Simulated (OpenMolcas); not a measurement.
# Levels of Co6+ by method

| Property | Result |
| --- | --- |
| Program | OpenMolcas |
| Basis | ANO-RCC-VTZP [6s5p3d2f1g] |
| Scalar Hamiltonian | DKH2, point nucleus |
| Active space | 3 electrons in 10 orbitals (3d 4d) |
| State averaging | 2S+1 = 4 even, 10 roots; 2S+1 = 2 even, 40 roots |
| Spin-orbit coupling | RASSI with atomic mean-field integrals over the reference wave functions, term energies averaged over their components |

Methods on the same reference wave functions:
A. CASSCF
B. SS-CASPT2, IPEA 0.25 Eh, imaginary shift 0.1 Eh (closed shells correlated: 3s 3p)
C. MS-CASPT2, IPEA 0.25 Eh, imaginary shift 0.1 Eh (closed shells correlated: 3s 3p)
D. XMS-CASPT2, IPEA 0.25 Eh, imaginary shift 0.1 Eh (closed shells correlated: 3s 3p)

Energies in cm⁻¹ above 3d³ ⁴F_3/2, the measured ground level; measured values from Sugar and Corliss, J. Phys. Chem. Ref. Data 10, 1097 (1981).

| Level | A | B | C | D | Measured |
| --- | --- | --- | --- | --- | --- |
| 3d³ ⁴F_3/2 | 0.0 | 0.0 | 0.0 | 0.0 | 0.0 |
| 3d³ ⁴F_5/2 | 731 | 737 | 737 | 736 | 698 |
| 3d³ ⁴F_7/2 | 1711 | 1720 | 1720 | 1719 | 1610 |
| 3d³ ⁴F_9/2 | 2905 | 2910 | 2910 | 2910 | 2723 |
| 3d³ ⁴P_1/2 | 25630 | 22180 | 22180 | 22140 | 21096 |
| 3d³ ⁴P_3/2 | 25866 | 22410 | 22410 | 22390 | 21304 |
| 3d³ ²G_7/2 | 26441 | 24360 | 24360 | 24950 |  |
| 3d³ ⁴P_5/2 | 26812 | 23360 | 23360 | 23320 | 22187 |
| 3d³ ²G_9/2 | 27387 | 25340 | 25340 | 25920 |  |
| 3d³ ²P_3/2 [59 %] | 34871 | 30900 | 30900 | 31480 |  |
| 3d³ ²P_1/2 | 34873 | 31190 | 31190 | 31790 |  |
| 3d³ ²H_9/2 | 34995 | 33930 | 33930 | 34240 |  |
| 3d³ ²H_11/2 | 35672 | 34640 | 34640 | 34940 |  |
| 3d³ ²D_3/2(1) [62 %] | 38537 | 34230 | 34230 | 34820 |  |
| 3d³ ²D_5/2(1) | 38773 | 34160 | 34150 | 34730 |  |
| 3d³ ²F_7/2 | 59678 | 54260 | 54260 | 54830 |  |
| 3d³ ²F_5/2 | 60093 | 54670 | 54670 | 55240 |  |
| 3d³ ²D_5/2(2) | 92631 | 85080 | 85100 | 85170 |  |
| 3d³ ²D_3/2(2) | 93097 | 85550 | 85540 | 85610 |  |

Deviations, from unrounded energies. A percentage is the sum of absolute deviations over the sum of measured energies, with the sign that they share, or ± where signs differ.

```tsv
Against measurement	Levels	A	B	C	D
mean absolute deviation (cm-1)	6	2300	610	610	600
fine structure of the ground term (%)	3	+6.3	+6.7	+6.7	+6.6
other terms of the ground configuration (%)	3	+21.2	+5.2	+5.2	+5.1
```

B, C, D lie about equally close to measurement and A furthest from it. The largest miss of D in the table is 3d³ ⁴P_5/2, by +1100 cm-1. The ranking rests on the paired levels alone, and a cruder setting can come out closer through cancelling errors.

Among B to D the level of the table that moves most is 3d³ ²P_1/2, by 600 cm-1 (lowest in C, highest in D). Moves below CASPT2's spread within the term are not significant.

The mean deviations of B to D differ by less than CASPT2's widest spread within a term (720 cm-1), so their order carries little weight.

From A to B the spin-free energies of the other terms of 3d³ shown, above ⁴F, scale by factors of 0.86 to 0.97, as is usual when dynamic correlation screens the repulsion within a d or f shell.

The lowest spin-free term lies below A's lowest term by 0.277 hartree in B, 0.277 hartree in C, 0.280 hartree in D.

CASPT2 breaks the degeneracy within a term, and the mean is taken; among the terms shown or strongly mixed into the levels shown the widest spread is 720 cm-1 (3d³ ⁴F, D). Active for correlation alone: 4d; no level in the range computed is led by a configuration that fills it, so any true level of that kind is missing. Without dynamic correlation excited terms often stand tens of per cent too high (terms of higher spin than the ground term too low), and those without a measured partner can miss by more than the paired ones (holds for A). The CASPT2 spread within a term exceeds the gap to the next term for 3d³ ²D(1) and 3d³ ²H, so the order of their levels is uncertain (holds for D). Computed and measured levels are paired by configuration, term and J; levels that our copy of the source lacks, or whose pairing is in doubt (as where it misses far off the trend of its configuration), stay unpaired and out of the deviations. Levels of configurations outside the active space are missing.

A share in square brackets marks a mixed level and gives the weight of the term that names it, the lowest over the columns. A number in round brackets counts repeated terms of one configuration in the order of the reference energies.
